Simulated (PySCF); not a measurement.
PySCF input (M06-2X/def2-TZVPD):

```python
from pyscf import gto, scf, dft

mol = gto.M(
    atom='''
    As    0.00045192   -0.00002513    0.03588445
    H    -0.85415354   -1.15899954   -0.38484631
    H    -0.58425653    1.31537723   -0.38651254
    H     1.42349666   -0.15554841   -0.41282789
    ''',
    basis='def2-tzvpd',
    charge=1,
    spin=1,
    verbose=4,
)

mf = dft.UKS(mol, xc='m062x').density_fit(auxbasis='def2-universal-jkfit')
mf.grids.level = 4
mf.conv_tol = 1e-9
mf.max_cycle = 100
mf.max_memory = 1500
mf.kernel()
if not mf.converged:
    mf = mf.newton()
    mf.kernel(mf.make_rdm1())
for _ in range(2):
    mo, _, stable, _ = mf.stability(return_status=True)
    if stable:
        break
    mf.kernel(mf.make_rdm1(mo, mf.mo_occ))
mf.analyze()
```

End of the output:

```
Extra cycle  E= -2237.31331291334  delta_E= 3.64e-12  |g|= 8.66e-07  |ddm|= 4.55e-06
converged SCF energy = -2237.31331291334  <S^2> = 0.75348723  2S+1 = 2.0034842
uhf_internal: lowest eigs of H = [0.37464545 0.37466804 0.50760426]
<class 'pyscf.df.df_jk.DFUKS'> wavefunction is stable in the internal stability analysis
**** SCF Summaries ****
Total Energy =                       -2237.313312913335267
Nuclear Repulsion Energy =              35.558949666370403
One-electron Energy =                -3175.835981705790346
Two-electron Energy =                  902.963719126084357
Two-electron Coulomb Energy =          986.900254389718384
DFT Exchange-Correlation Energy =      -83.936535263633999
HOMO-LUMO gap [eV] =                     5.916090854645533
**** MO energy ****
                             alpha | beta                alpha | beta
MO #1   energy= -428.542712323459  | -428.539757337664  occ= 1 | 1
MO #2   energy= -54.9492231292502  | -54.9473595871872  occ= 1 | 1
MO #3   energy= -49.2423465150408  | -49.237531452508   occ= 1 | 1
MO #4   energy= -49.2384370508711  | -49.2375314234068  occ= 1 | 1
MO #5   energy= -49.2384370072347  | -49.2367866864513  occ= 1 | 1
MO #6   energy= -7.61674122311235  | -7.61241493279775  occ= 1 | 1
MO #7   energy= -5.67272412226027  | -5.66275075111814  occ= 1 | 1
MO #8   energy= -5.66392167535509  | -5.66275070451108  occ= 1 | 1
MO #9   energy= -5.66392150020164  | -5.66195098029481  occ= 1 | 1
MO #10  energy= -2.17407326561818  | -2.16947811544473  occ= 1 | 1
MO #11  energy= -2.17223848338727  | -2.16910277220769  occ= 1 | 1
MO #12  energy= -2.17223835847375  | -2.169102592612    occ= 1 | 1
MO #13  energy= -2.16731639197856  | -2.16668887463751  occ= 1 | 1
MO #14  energy= -2.16731624475639  | -2.16668864310944  occ= 1 | 1
MO #15  energy= -1.01924737515731  | -0.975082839290982 occ= 1 | 1
MO #16  energy= -0.735467575202846 | -0.725704657786267 occ= 1 | 1
MO #17  energy= -0.735466520381074 | -0.725701553561061 occ= 1 | 1
MO #18  energy= -0.60453557683302  | -0.387123246189616 occ= 1 | 0
MO #19  energy= -0.204734039852715 | -0.196284909873717 occ= 0 | 0
MO #20  energy= -0.18347320538625  | -0.175823448917583 occ= 0 | 0
MO #21  energy= -0.183470140329667 | -0.175821643463418 occ= 0 | 0
MO #22  energy= -0.116257172321643 | -0.151722268084095 occ= 0 | 0
MO #23  energy= -0.0852292757643256 | -0.099585068507725 occ= 0 | 0
MO #24  energy= -0.0852283918598332 | -0.0995817601778546 occ= 0 | 0
MO #25  energy= -0.0582023258161969 | -0.0650627044348235 occ= 0 | 0
MO #26  energy= -0.0582018842663357 | -0.065061877153609 occ= 0 | 0
MO #27  energy= -0.0172587957057821 | -0.0275766302214038 occ= 0 | 0
MO #28  energy= 0.00700589167056176 | -0.0085600146436029 occ= 0 | 0
MO #29  energy= 0.0188249350933225 | 0.0224378291512989 occ= 0 | 0
MO #30  energy= 0.0188265577373228 | 0.0224458302840445 occ= 0 | 0
MO #31  energy= 0.0657482076037619 | 0.0599394941075524 occ= 0 | 0
MO #32  energy= 0.0795292580302727 | 0.0656657804199196 occ= 0 | 0
MO #33  energy= 0.0866426856014725 | 0.0656703873396638 occ= 0 | 0
MO #34  energy= 0.0866430392336417 | 0.0748077152086086 occ= 0 | 0
MO #35  energy= 0.109451947802668  | 0.111346342168467  occ= 0 | 0
MO #36  energy= 0.109452677616887  | 0.111354135520022  occ= 0 | 0
MO #37  energy= 0.15522016461533   | 0.148572032578991  occ= 0 | 0
MO #38  energy= 0.184990704548579  | 0.167476860974082  occ= 0 | 0
MO #39  energy= 0.184991645271119  | 0.16747939481475   occ= 0 | 0
MO #40  energy= 0.247710702939587  | 0.18882147356119   occ= 0 | 0
MO #41  energy= 0.263020309562947  | 0.25804785047051   occ= 0 | 0
MO #42  energy= 0.26302110152589   | 0.258048924363484  occ= 0 | 0
MO #43  energy= 0.320202767614997  | 0.317690513310111  occ= 0 | 0
MO #44  energy= 0.379264099724426  | 0.374664984775132  occ= 0 | 0
MO #45  energy= 0.379265290338529  | 0.374671627602117  occ= 0 | 0
MO #46  energy= 0.461880447075682  | 0.448300133363308  occ= 0 | 0
MO #47  energy= 0.461882593932852  | 0.44830320798043   occ= 0 | 0
MO #48  energy= 0.631414168918424  | 0.624304287536824  occ= 0 | 0
MO #49  energy= 0.849279279380551  | 0.862649370946317  occ= 0 | 0
MO #50  energy= 0.888751531408051  | 0.897723814651147  occ= 0 | 0
MO #51  energy= 0.888758778546574  | 0.897742466074988  occ= 0 | 0
MO #52  energy= 0.902289335944487  | 0.909462186714579  occ= 0 | 0
MO #53  energy= 0.94827415704088   | 0.939946456598094  occ= 0 | 0
MO #54  energy= 0.948282759162185  | 0.946289564742902  occ= 0 | 0
MO #55  energy= 0.954301526235251  | 0.946296511352217  occ= 0 | 0
MO #56  energy= 0.995780624383748  | 1.00767341027803   occ= 0 | 0
MO #57  energy= 0.995784232097664  | 1.00768396238558   occ= 0 | 0
MO #58  energy= 1.12737907842835   | 1.13435844416343   occ= 0 | 0
MO #59  energy= 1.12738025519062   | 1.13436141508479   occ= 0 | 0
MO #60  energy= 1.18645145721908   | 1.19366717512581   occ= 0 | 0
MO #61  energy= 1.53262802278945   | 1.53296491512136   occ= 0 | 0
MO #62  energy= 1.59538469074422   | 1.60324479123224   occ= 0 | 0
MO #63  energy= 1.59539789152508   | 1.60327407130222   occ= 0 | 0
MO #64  energy= 1.70829027396733   | 1.71251467459961   occ= 0 | 0
MO #65  energy= 1.70831066460289   | 1.71254341778329   occ= 0 | 0
MO #66  energy= 1.79794881366581   | 1.80476962109285   occ= 0 | 0
MO #67  energy= 2.09702063425249   | 2.09725951715243   occ= 0 | 0
MO #68  energy= 2.1064487843638    | 2.11182556663906   occ= 0 | 0
MO #69  energy= 2.10646208622267   | 2.11185602546316   occ= 0 | 0
MO #70  energy= 2.31169566058485   | 2.31332434589594   occ= 0 | 0
MO #71  energy= 2.31170829502348   | 2.31338432234991   occ= 0 | 0
MO #72  energy= 2.37567671540982   | 2.38568911512438   occ= 0 | 0
MO #73  energy= 2.40062301109264   | 2.40434552356102   occ= 0 | 0
MO #74  energy= 2.75933074085102   | 2.76446921260159   occ= 0 | 0
MO #75  energy= 2.75935531436087   | 2.76450392859085   occ= 0 | 0
MO #76  energy= 2.97703610993896   | 2.9819260109417    occ= 0 | 0
MO #77  energy= 2.97704691702329   | 2.98192734969486   occ= 0 | 0
MO #78  energy= 3.00475725921953   | 2.98787301196182   occ= 0 | 0
MO #79  energy= 3.26618835818304   | 3.26187826564509   occ= 0 | 0
MO #80  energy= 3.26620627491957   | 3.26191464538664   occ= 0 | 0
MO #81  energy= 6.05332122351573   | 6.07202870913149   occ= 0 | 0

To work with the spin densities directly, `use mulliken_meta_spin()` only printing them here.

 ** Mulliken spin pop alpha/beta on meta-lowdin orthogonal AOs **
 ** Mulliken Spin Density (per AO)  **
spin_pop of  0 As 1s        0.00000
spin_pop of  0 As 2s        0.00000
spin_pop of  0 As 3s        0.00012
spin_pop of  0 As 4s        0.10747
spin_pop of  0 As 5s       -0.00016
spin_pop of  0 As 6s        0.00028
spin_pop of  0 As 7s        0.00001
spin_pop of  0 As 2px       0.00000
spin_pop of  0 As 2py       0.00000
spin_pop of  0 As 2pz       0.00000
spin_pop of  0 As 3px       0.00000
spin_pop of  0 As 3py       0.00000
spin_pop of  0 As 3pz       0.00007
spin_pop of  0 As 4px       0.01875
spin_pop of  0 As 4py       0.01863
spin_pop of  0 As 4pz       0.85339
spin_pop of  0 As 5px       0.00202
spin_pop of  0 As 5py       0.00202
[...]
```
